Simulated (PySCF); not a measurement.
Species: C₆H₉OP.
SMILES with atom numbers: `[CH2:1]=[CH:2][C:3]1=[CH:4][P@@H:5](=[O:6])[CH2:7][CH2:8]1`

NICS = −σ at a ghost point: NICS(0) at the centroid of the ring atoms, NICS(1) 1 Å to either side along the normal of their mean plane, zz for the tensor component along that normal. Level: GIAO PBE0/pcSseg-1 (PySCF, non-relativistic, gas phase) on the GFN2-xTB geometry, one conformer.

Ring bond lengths (Å), with Mayer bond orders in brackets: C3–C4 1.342 (1.74), C4–P5 1.798 (0.87), P5–C7 1.834 (0.90), C7–C8 1.529 (1.01), C8–C3 1.510 (1.01).

Task: Give the NICS values of each ring in ppm.

Result: 
| ring | type | NICS(0) | NICS(1), two faces | NICS(1)zz, two faces | rms pucker (Å) | centre to ring atoms, mean (Å) |
| --- | --- | --- | --- | --- | --- | --- |
| C3–C4–P5–C7–C8 | 5-membered ring with P; formal bonds 1 double, 4 single | -3.4 | -3.6 / -4.3 | -1.7 / -3.1 | 0.12 | 1.35 |

Task: What can be read from them?

Result: 
- C3–C4–P5–C7–C8: mean NICS(1)zz -2.4 ppm, near zero. P5, C7, C8 have four or more neighbours; no verdict on aromaticity is drawn.

Task: At the first NICS(1) probe listed for ring C3–C4–P5–C7–C8, 1 Å off the ring, what do the in-plane components average?

Result: The isotropic value is a third of the trace: (3 × -3.6 − (-1.7))/2 = -4.6 ppm.
